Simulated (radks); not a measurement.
Question: The mean radii <r> (bohr) of the occupied orbitals of an atom or ion are listed with their occupations. Method: Dirac Kohn-Sham, PBE, spin-unpolarised, spherical densities, finite nucleus; Fermi nuclear charge, rms radius of each element as measured or else 0.836 A^(1/3) + 0.57 fm; computed with a radial shooting solver on a logarithmic mesh with Libxc functionals.

| orbital | occ. | <r> |
|---|---|---|
| 1s1/2 | 2 | 0.02112 |
| 2s1/2 | 2 | 0.08923 |
| 2p1/2 | 2 | 0.07438 |
| 2p3/2 | 4 | 0.08144 |
| 3s1/2 | 2 | 0.2341 |
| 3p1/2 | 2 | 0.2238 |
| 3p3/2 | 4 | 0.2372 |
| 3d3/2 | 4 | 0.2097 |
| 3d5/2 | 6 | 0.2138 |
| 4s1/2 | 2 | 0.5286 |
| 4p1/2 | 2 | 0.5386 |
| 4p3/2 | 4 | 0.5686 |
| 4d3/2 | 4 | 0.5986 |
| 4d5/2 | 6 | 0.6091 |
| 5s1/2 | 2 | 1.247 |
| 5p1/2 | 2 | 1.370 |
| 5p3/2 | 4 | 1.450 |
| 4f5/2 | 3.42857 | 0.7572 |
| 4f7/2 | 4.57143 | 0.7662 |

Name the element and its charge. Open shells, if any, are shared by 2j + 1.

Answer: Z = 66, dysprosium, charge +4: Dy4+ in [Xe] 4f8. The 1s radius gives Z: for a bare nucleus <r> = (2 gamma + 1)/(2Z) with gamma = sqrt(1 - (Z/c)^2), 0.02085 bohr for Z = 66, and screening makes it slightly larger (0.02112 here). The occupations add up to 62, and the charge is Z minus that.
